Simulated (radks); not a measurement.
Q: Se3+, 31 electrons, occupied as [Ar] 3d10 4s2 4p1. Method: scalar-relativistic Kohn-Sham, BP86, spin-polarised, spherical densities, finite nucleus; open shells are filled with parallel spins first; Fermi nuclear charge, rms radius 4.14 fm; computed with a radial shooting solver on a logarithmic mesh with Libxc functionals. Some entries of the table are withheld. Estimate them.

orbital,occ.,eigenvalue (hartree),<r^2> (bohr^2),<1/r> (bohr^-1)
1s up,1,-461.0454,0.002616,34.56
1s down,1,-461.0427,0.002616,34.56
2s up,1,-60.43290,0.04526,7.633
2s down,1,-60.43160,0.04526,7.633
2p up,3,-53.32102,0.03584,7.476
2p down,3,-53.31861,0.03584,7.476
3s up,1,-9.18998,0.3790,2.489
3s down,1,-9.18641,0.3788,2.490
3p up,3,-6.96572,(1),2.337
3p down,3,-6.96157,(2),2.338
3d up,5,(3),0.4905,2.037
3d down,5,(4),0.4871,2.040
4s up,1,-1.84126,3.034,0.8068
4s down,1,-1.79435,3.026,0.8107
4p up,1,-1.36632,3.978,0.6969
4p down,0,-1.31792,4.014,0.6967

A: 
(1) 3p up <r^2> (bohr^2): 0.4071
(2) 3p down <r^2> (bohr^2): 0.4066
(3) 3d up eigenvalue (hartree): -3.29388
(4) 3d down eigenvalue (hartree): -3.28788
